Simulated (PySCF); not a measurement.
# `C#Cc1cnn[nH]1`, C$_{4}$H$_{3}$N$_{3}$

Molfile (atoms numbered from 1):
```
C4H3N3
     RDKit          3D

 10 10  0  0  0  0  0  0  0  0999 V2000
    2.5292    0.3319    0.1032 C   0  0  0  0  0  0  0  0  0  0  0  0
    1.3415    0.1607    0.0511 C   0  0  0  0  0  0  0  0  0  0  0  0
   -0.0406   -0.0462   -0.0109 C   0  0  0  0  0  0  0  0  0  0  0  0
   -0.8085   -1.1828   -0.2199 C   0  0  0  0  0  0  0  0  0  0  0  0
   -2.1012   -0.8239   -0.1822 N   0  0  0  0  0  0  0  0  0  0  0  0
   -2.1944    0.4315    0.0307 N   0  0  0  0  0  0  0  0  0  0  0  0
   -0.9714    0.9358    0.1395 N   0  0  0  0  0  0  0  0  0  0  0  0
    3.5674    0.4727    0.1467 H   0  0  0  0  0  0  0  0  0  0  0  0
   -0.4990   -2.1925   -0.3882 H   0  0  0  0  0  0  0  0  0  0  0  0
   -0.8141    1.9175    0.3075 H   0  0  0  0  0  0  0  0  0  0  0  0
  1  2  3  0
  2  3  1  0
  3  4  2  0
  4  5  1  0
  5  6  2  0
  6  7  1  0
  7  3  1  0
  1  8  1  0
  4  9  1  0
  7 10  1  0
M  END
```

Theory: GIAO KT3/pcSseg-1 magnetisability, rotational g tensor and spin-rotation constants, non-relativistic, gas phase (PySCF 2.14.0). Geometry: GFN2-xTB.

Task: How diamagnetic is it, and how anisotropic?

Result: Isotropic -881 × 10⁻³⁰ J/T², or -53.1 × 10⁻⁶ cm³/mol; principal values -1350, -726, -567 × 10⁻³⁰ J/T², anisotropy 716 × 10⁻³⁰ J/T² (root of half the summed squared differences of the principal values). The susceptibility is in cgs units.

Task: Split it along the inertial axes a, b, c into diamagnetic and paramagnetic parts about the centre of mass, with the quadrupole moment.

Result: 
```tsv
axis	χ (10⁻⁶ cm³/mol)	diamagnetic (10⁻⁶ cm³/mol)	paramagnetic (10⁻⁶ cm³/mol)	summed x² of all electrons (Å²)	quadrupole Θ (D Å)
a	-43.4	-191.0	147.6	142.7	-4.23
b	-34.5	-641.6	607.1	36.5	+7.51
c	-81.3	-760.2	678.9	8.5	-3.28
```
Anisotropies 2χaa − χbb − χcc = +28.9 and 2χbb − χaa − χcc = +55.8 × 10⁻⁶ cm³/mol. Θ is traceless in Buckingham's convention.

Task: And the rotational g tensor?

Result: 
| axis | rotational constant (GHz) | g | nuclear part | electronic part |
| --- | --- | --- | --- | --- |
| a | 10.0564 | -0.1070 | 0.5905 | -0.6974 |
| b | 2.0041 | -0.0363 | 0.5353 | -0.5716 |
| c | 1.6711 | +0.0115 | 0.5445 | -0.5330 |

Asymmetric top; isotopes 12C, 1H, 14N; no vibrational averaging.
